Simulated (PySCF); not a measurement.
C₄H₆Si, SMILES C1=C[SiH2]C=C1. Coordinates come from a PBE-D3(BJ)/def2-SVP optimisation.

Task: Give the equilibrium geometry at PBE-D3(BJ)/def2-SVP (PySCF confirms it by a frequency run) as Cartesian coordinates in Å, and its point group. (The exact figures need the calculation; the answer reports its results.)

Result: point group C2v.
```xyz
11

C      0.0000     0.7422    -1.3002
C      0.0000     1.3638    -0.0881
Si     0.0000     0.0000     1.2110
C      0.0000    -1.3638    -0.0881
C      0.0000    -0.7422    -1.3002
H      0.0000     1.2854    -2.2616
H      0.0000     2.4580     0.0181
H     -1.2189     0.0000     2.0966
H      1.2189     0.0000     2.0966
H      0.0000    -2.4580     0.0181
H      0.0000    -1.2854    -2.2616
```
Charge 0, spin multiplicity 1.
